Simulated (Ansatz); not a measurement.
`Cl[SiH2][S][SbH2]` → `[SH][SbH2]` + `[SiH]Cl` at 298.15 K and 1 bar (silylene formation by 1,1-elimination).

Gas-phase electronic energies from Ansatz, PBE0-D4/def2-TZVP geometries. CBS: MP2 limit from def2 TZ/QZ plus the TZ coupled-cluster correction, frozen cores. This one scheme is used for every species. Elements past krypton have def2 core potentials. For Sb outer-core shells are correlated without core-valence functions, which leaves a few kJ/mol of doubt a bond. One conformer a species, not always the lowest.

```json
{"species": "`Cl[SiH2][S][SbH2]`", "CCSD(T)/CBS energy (Eh)": "-1389.13613", "H − E (kJ/mol)": "113.7", "S (J/(mol·K))": "381.2"}
{"species": "`[SH][SbH2]`", "CCSD(T)/CBS energy (Eh)": "-639.59431", "H − E (kJ/mol)": "73.5", "S (J/(mol·K))": "292.6"}
{"species": "`[SiH]Cl`", "CCSD(T)/CBS energy (Eh)": "-749.43948", "H − E (kJ/mol)": "30.7", "S (J/(mol·K))": "251.4"}
```

H − E and S are ideal-gas, rigid-rotor, harmonic terms from PBE0-D4/def2-TZVP, for one conformer and one mirror image of each species. 1 Eh = 2625.50 kJ/mol, R = 8.31446 J/(mol·K).

By hand: ΔE, ΔH, ΔS and ΔG.

ΔE = (-639.59431) + (-749.43948) − (-1389.13613) = 0.10234 Eh = 268.7 kJ/mol. Δ(H − E) = 73.5 + 30.7 − 113.7 = -9.5, so ΔH = 259.2 kJ/mol. ΔS = 292.6 + 251.4 − 381.2 = 162.8 J/(mol·K). ΔG = 259.2 − 298.15 × (162.8)/1000 = 210.7 kJ/mol.

By hand: the equilibrium constant, and the temperature at which ΔG would vanish if ΔH and ΔS stayed fixed.

log₁₀ K = −ΔG/(RT ln 10) = -36.9. ΔG = 0 at ΔH/ΔS = 1592 K.

The number of gas molecules changes by +1, which sets the sign of ΔS. A doubt of 5 kJ/mol in ΔE shifts log₁₀ K by 0.9 here. Other conformers and mirror images would add mixing entropy, several J/(mol·K) or more a flexible species. Modes under 60 cm⁻¹, often nearly free rotors, make the harmonic entropy too high. These are equilibria of isolated gas molecules and say nothing of rates. Largest T1 diagnostic: 0.013 (customary marks: 0.02 for closed shells, 0.045 for open ones).
